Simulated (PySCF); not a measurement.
Compound: C3H6OSi.
SMILES: `C#CC[SiH2]O`

Computed, not measured: TDDFT CAM-B3LYP/def2-SVPD, vertical, gas phase, core orbitals frozen in the response in PySCF. Isolated species at its GFN2-xTB geometry (one conformer only). Torsions of this conformer, `[CH:1]#[C:2][CH2:3][SiH2:4][OH:5]`: C2–C3–Si4–O5 -53°, H–O5–Si4–C3 45°.

Problem. List the vertical singlet excitations with oscillator strengths and describe the spectrum.

Solution. 

```tsv
state	E (eV)	λ (nm)	f	main configurations (H = HOMO, L = LUMO)
S1	6.51	190.4	0.0015	H→L+3 (32%), H→L+5 (13%), H→L (12%)
S2	6.76	183.4	0.027	H→L (24%), H→L+2 (15%), H→L+4 (14%)
S3	6.86	180.7	0.0012	H-1→L+2 (23%), H-1→L+3 (18%), H-1→L+4 (13%)
S4	7.00	177.1	0.0073	H→L (51%), H→L+3 (13%), H→L+2 (9%)
S5	7.38	167.9	0.028	H-1→L (72%), H-1→L+2 (12%)
S6	7.45	166.4	0.0076	H→L+1 (75%)
S7	7.86	157.6	0.015	H-2→L (66%), H→L+1 (10%), H-2→L+1 (10%)
S8	8.12	152.6	0.016	H-1→L+1 (80%)
```

Triplets (Tamm–Dancoff): T1 5.48 eV, H→L+2 (20%), H-1→L+3 (13%), H→L+4 (12%); T2 5.95 eV, H→L+3 (23%), H-1→L+2 (12%), H→L+5 (11%); T3 5.97 eV, H-1→L+3 (21%), H→L+2 (14%), H-1→L+5 (12%).

The lowest singlet lies at 6.51 eV (190 nm, vacuum ultraviolet) and is very weak; its leading configuration is HOMO→LUMO+3 (32%). The largest oscillator strength of a single state is 0.028. Löwdin shares by element: HOMO carbon 78%, silicon 8%; LUMO silicon 25%, oxygen 21%, carbon 14% or more, hydrogen 11% or more (atoms not listed hold the other 29%). The listed states span 1.61 eV, and the widest gap between neighbours is 0.41 eV (S6 to S7). Orbital energies (eV): HOMO-3 -11.18, HOMO-2 -10.37, HOMO-1 -9.37, HOMO -8.92, LUMO 0.95, LUMO+1 1.40, LUMO+2 1.69. Of the 8 states listed, 4 reach f = 0.01 and none stays under 0.0005. The window holds the lowest 8 singlets.
